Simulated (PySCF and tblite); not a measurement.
Values are calculated unless marked as measured or tabulated.
2 diastereomers of C5H10F2, numbered alike:

```
isomer                                              SMILES  descriptors (one enantiomer)  sequence (m meso, r racemo)
     A   [CH3:1][C@H:2]([F:3])[CH2:4][C@H:5]([CH3:6])[F:7]                        2S, 5S                            r
     B  [CH3:1][C@@H:2]([F:3])[CH2:4][C@H:5]([CH3:6])[F:7]                        2R, 5S                            m
```

Protocol: conformer search, at most 5 conformers an isomer, PBE0-D3(BJ)/def2-SVP geometries, energies PBE0/def2-TZVP (D3(BJ) added where defined), GIAO shieldings PBE0/pcSseg-1, weights at 298.15 K with GFN2-xTB thermal terms. Programs: PySCF with density fitting and tblite.

(1) What shifts does each isomer give (ppm; of two unlike H on one atom, a is the less shielded)?

Unscaled ¹⁹F shifts at such levels can be off by tens of ppm; differences between conformers or isomers are more reliable. Shifts are unscaled: against experiment ¹³C can be off by 15 ppm or more and ¹H by 0.8 ppm.

## Answers

(1) 
A (r): ¹H (against TMS): 4.72 (H2/H5, 2H), 1.35 (H4, 2H), 1.33 (H1/H6, 6H). ¹³C (against TMS): 86.0 (C2/C5), 46.9 (C4), 23.2 (C1/C6). ¹⁹F (against CFCl3): -204.0 (F3/F7).

B (m): ¹H (against TMS): 4.62 (H2/H5, 2H), 1.89 (H4a, 1H), 1.35 (H1/H6, 6H), 1.33 (H4b, 1H). ¹³C (against TMS): 86.9 (C2/C5), 45.6 (C4), 22.4 (C1/C6). ¹⁹F (against CFCl3): -202.4 (F3/F7).
